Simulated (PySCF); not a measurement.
Cl₂GeH₂O₂, SMILES [OH][Ge]([OH])([Cl])[Cl]. The structure is a stationary point at r2SCAN-D4/def2-SVP. Other conformers were not sampled.

Computed equilibrium geometry at r2SCAN-D4/def2-SVP (PySCF confirms it by a frequency run) as Cartesian coordinates in Å, and its point group (one conformer of several):
point group C2.
```xyz
7

O     -0.1089     1.4640    -1.2309
Ge     0.0000     0.0000    -0.2659
O      0.1089    -1.4640    -1.2309
Cl    -1.7691    -0.0016     0.9272
Cl     1.7691     0.0016     0.9272
H      0.7340     1.6716    -1.6608
H     -0.7340    -1.6716    -1.6608
```
Charge 0, spin multiplicity 1.
